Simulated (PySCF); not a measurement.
Job file and geometry (Å, from GFN2-xTB) of an NMR shielding run on `O=S(=O)(O)C([SiH3])=C=S`, C2H4O3S2Si, PySCF, GIAO PBE0/pcSseg-1 NMR shielding, non-relativistic, gas phase; density fitting, a coarse starting grid and PySCF grid level 2 are the driver's defaults:

```
$ OMP_NUM_THREADS=1 python probes_run.py task.json out

{"job": {"kind": "nmr", "xc": "PBE0", "basis": "pcSseg-1"}, "charge": 0, "multiplicity": 1}
O     -2.038164    -0.458684    -1.314275
S     -1.230387     0.172983    -0.320943
O     -1.132436     1.597541    -0.288528
O     -1.782016    -0.310772     1.115485
C      0.409331    -0.426074    -0.288855
Si     1.395839     1.069811     0.316565
C      0.699962    -1.630565    -0.621365
S      1.106933    -3.078385    -1.011843
H     -2.451146    -0.990126     1.013409
H      2.725728     0.477842     0.535021
H      1.462053     2.063299    -0.747950
H      0.835502     1.512445     1.587252
```

Problem. Write the output of this run.

Solution. 
```
coarse grid: 12784 points
cycle   1  E = -1388.9019101860  dE =  2.144e+00  |g| = 1.210e+00  |ddm| = 3.918e+00
cycle   2  E = -1388.3610051182  dE =  5.409e-01  |g| = 2.109e+00  |ddm| = 4.071e+00
cycle   3  E = -1389.1396362235  dE = -7.786e-01  |g| = 3.026e-01  |ddm| = 3.261e+00
cycle   4  E = -1389.1572405478  dE = -1.760e-02  |g| = 1.197e-01  |ddm| = 4.802e-01
cycle   5  E = -1389.1604904806  dE = -3.250e-03  |g| = 5.050e-02  |ddm| = 1.701e-01
cycle   6  E = -1389.1611855843  dE = -6.951e-04  |g| = 1.100e-02  |ddm| = 5.875e-02
cycle   7  E = -1389.1612101233  dE = -2.454e-05  |g| = 3.033e-03  |ddm| = 1.207e-02
cycle   8  E = -1389.1612121626  dE = -2.039e-06  |g| = 8.220e-04  |ddm| = 3.911e-03
final grid: 112952 points
cycle   9  E = -1389.2432773163  dE = -1.151e-05  |g| = 1.169e-02  |ddm| = 3.067e-02
cycle  10  E = -1389.2431868660  dE =  9.045e-05  |g| = 2.209e-02  |ddm| = 3.676e-02
cycle  11  E = -1389.2433025937  dE = -1.157e-04  |g| = 3.501e-03  |ddm| = 2.769e-02
cycle  12  E = -1389.2433059874  dE = -3.394e-06  |g| = 5.338e-04  |ddm| = 4.331e-03
cycle  13  E = -1389.2433060512  dE = -6.375e-08  |g| = 1.489e-04  |ddm| = 7.340e-04
cycle  14  E = -1389.2433060560  dE = -4.861e-09  |g| = 6.460e-05  |ddm| = 1.902e-04
cycle  15  E = -1389.2433060569  dE = -8.772e-10  |g| = 2.070e-05  |ddm| = 7.074e-05
converged SCF energy = -1389.2433060569

GIAO shielding tensors (ppm)
atom      isotropic    diamagn.    paramagn.     s11        s22        s33       span
  0 O       77.378     399.114    -321.736     29.882     79.490    122.762     92.880
  1 S      183.690    1051.397    -867.707     61.374    166.531    323.165    261.791
  2 O       66.899     401.052    -334.153     28.905     61.687    110.105     81.200
  3 O      102.514     394.215    -291.701    -25.575     56.182    276.935    302.510
  4 C      107.449     273.724    -166.275     39.102     95.695    187.550    148.448
  5 Si     419.425     879.476    -460.051    383.038    424.491    450.747     67.708
  6 C      -43.815     260.375    -304.191   -165.968    -83.209    117.731    283.699
  7 S      216.420    1057.898    -841.478     15.243     77.162    556.856    541.613
  8 H       26.101      30.652      -4.550     21.130     22.153     35.021     13.891
  9 H       27.229      28.334      -1.105     23.947     25.474     32.267      8.320
 10 H       26.960      28.127      -1.167     23.315     25.467     32.097      8.782
 11 H       27.115      28.386      -1.270     23.446     26.283     31.616      8.171
```

Problem. Turn these shieldings into chemical shifts. δ = σ(ref) − σ, references computed at the same level: H2O for 17O (336.08 ppm); CS2 for 33S (503.73 ppm); 13C (186.93 ppm), 29Si (349.16 ppm), 1H (31.72 ppm) against TMS.

Solution. Averaging equivalent atoms: O 0/2: 263.9; O 3: 233.6; S 1: 320; S 7: 287; C 6: 230.7; C 4: 79.5; Si 5: -70.3; H 8: 5.62; H 9/10/11: 4.62 ppm. Unscaled 17O shifts of doubly bonded oxygen tend to come out too high, by tens of ppm or more. Experimental scales use liquid or dissolved standards, which lie at an offset from isolated H2O (liquid H2O: subtract about 36 ppm).

Size and cost of the density-fitted run: 177 basis functions, 14 s wall time on 1 thread of an AMD EPYC 9R45 96-Core, shared host; peak memory 0.83 GiB.
